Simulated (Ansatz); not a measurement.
A nudged elastic band was laid between two geometries of F2H2Si + H2O (8 atoms, charge 0, multiplicity 1).

Level of theory: RHF/def2-SVP in Ansatz.

```yaml
movable_images: 7
climbing_image: yes
spring: 5.0 eV/Å²
optimiser: quadratic models (default)
start_path: through a guess of the saddle point
force_threshold: 0.03 eV/Å
iteration_limit: 60
end_points: relaxed
```

Image 0:

```xyz
8
Properties=species:S:1:pos:R:3
Si 0.382 -0.033 -0.060
H 0.695 -0.311 1.337
F 1.776 0.252 -0.803
F -0.430 1.346 -0.191
H -0.281 -1.090 -0.819
O -2.122 -0.361 1.213
H -2.831 -0.858 0.832
H -2.391 0.546 1.170
```

Image 8:

```xyz
8
Properties=species:S:1:pos:R:3
Si -0.255 -0.355 -0.764
H -1.416 1.094 2.988
F 1.232 -0.790 -0.385
F -0.357 1.180 -0.334
H -0.472 -0.494 -2.191
O -1.333 -1.235 0.055
H -1.387 -1.242 0.998
H -1.214 1.334 2.310
```

(1) What changes between the two ends?

(2) Give the energies along the band, and the barrier.

(3) What is the geometry of the highest image?

## Answers

(1) Bonds broken: Si1–H2, O6–H8. Bonds formed: Si1–O6, H2–H8. F2H2Si + H2O becomes F2H2OSi + H2.

(2) It converged. The highest image is number 3 of 0 to 8, 2.47 eV above the first end and 3.12 eV above the last; the last end lies 0.65 eV below the first. The profile has 2 maxima (images 1, 3) with wells between them (image 2): this band takes more than one step, which may be the mechanism or a detour left from its start path. Neighbouring images differ by up to 2.5 eV, so the band resolves the path poorly. A vibrational analysis at the climbing image gives one clearly imaginary mode, 1815i cm⁻¹: a first-order saddle point. The orbitals stay closed-shell, which can raise the energy where a bond breaks towards radicals; this wasn't checked here.

```tsv
image	path coordinate (Å)	energy (eV)	Si1–H2 (Å)	O6–H8 (Å)	Si1–O6 (Å)
0	0.00	0.00	1.46	0.95	2.83
1	2.59	0.14	1.46	0.95	3.33
2	5.19	0.01	1.46	0.95	2.88
3	7.78	2.47	1.71	1.14	1.81
4	8.71	0.03	2.40	1.90	1.63
5	9.64	-0.53	3.17	2.66	1.62
6	10.58	-0.63	3.38	3.44	1.61
7	11.51	-0.65	3.90	3.48	1.61
8	12.44	-0.65	4.19	3.42	1.61
```

(3) 
```xyz
8
Properties=species:S:1:pos:R:3
Si -0.305 0.108 -0.145
H -0.148 0.711 1.443
F 1.100 -0.642 0.057
F -0.252 1.632 -0.643
H -0.781 -0.540 -1.375
O -1.663 -0.511 0.874
H -2.155 -1.326 0.863
H -0.998 0.060 1.603
```

Time of the run: 4.5 min on 1 thread of AMD EPYC 7R43 64-Core Processor (Zen 3), on a shared host, peak memory 0.15 GiB.
